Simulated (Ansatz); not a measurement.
Total energies of `[CH3][SnH][OH]` radical.

```xyz
8

C    -0.113    1.213    0.021
Sn   -0.256   -0.779   -0.814
O     0.797   -1.961    0.380
H    -0.806    1.879   -0.493
H     0.902    1.596   -0.082
H    -0.377    1.147    1.078
H    -1.842   -1.439   -0.611
H     1.696   -1.656    0.522
```

Total charge 0; spin multiplicity 2. Correlated methods include outer-core shells of Sn, which these sets cover unevenly. Sn takes the def2 core potential. The geometry is a stationary point of PBE0-D4/def2-TZVP. It is one conformer, not always the lowest. Basis def2-TZVPP, Ansatz 0.2.0.

RPA on PBE orbitals: Hartree–Fock energy of these orbitals -328.97919 Eh, correlation -1.14582 Eh (frozen core).

| functional | kind | energy without D4 (Eh) | D4 term (kJ/mol) |
| --- | --- | --- | --- |
| LDA (SPW92) | LDA | -329.38935 | – |
| PBE | GGA | -330.52692 | -12.5 |
| revPBE | GGA | -330.68146 | -36.2 |
| BLYP | GGA | -330.58009 | -27.5 |
| r2SCAN | meta-GGA | -330.68900 | -2.9 |
| B97M-V | meta-GGA with VV10 | -330.64654 | – |
| PBE0 | global hybrid, 25 % exact exchange | -330.54189 | -10.6 |
| B3LYP | global hybrid, 20 % | -330.74985 | -20.4 |
| r2SCANh | meta-GGA hybrid, 10 % | -330.67041 | -3.1 |
| r2SCAN0 | meta-GGA hybrid, 25 % | -330.64363 | -3.5 |
| HSE06 (plane-wave form) | screened hybrid | -330.53419 | -9.9 |
| BHLYP | global hybrid, 50 % | -330.53176 | -16.7 |
| CAM-B3LYP | range-separated hybrid | -330.60400 | -10.8 |
| LC-ωPBE | long-range corrected hybrid | -330.63700 | – |
| ωB97X-V | range-separated hybrid GGA with VV10 | -330.60941 | – |
| ωB97M-V | range-separated hybrid meta-GGA with VV10 | -330.56539 | – |
| B2PLYP | double hybrid | -330.37034 | – |
| PBE-QIDH | double hybrid | -330.32898 | – |

B3LYP takes the VWN-RPA correlation (the form of Gaussian; ORCA's B3LYP/G). HSE06 is the plane-wave form, built on full-range PBE exchange. The double hybrids freeze the cores in their second-order part.

LC-ωPBE has ω = 0.4 bohr⁻¹.
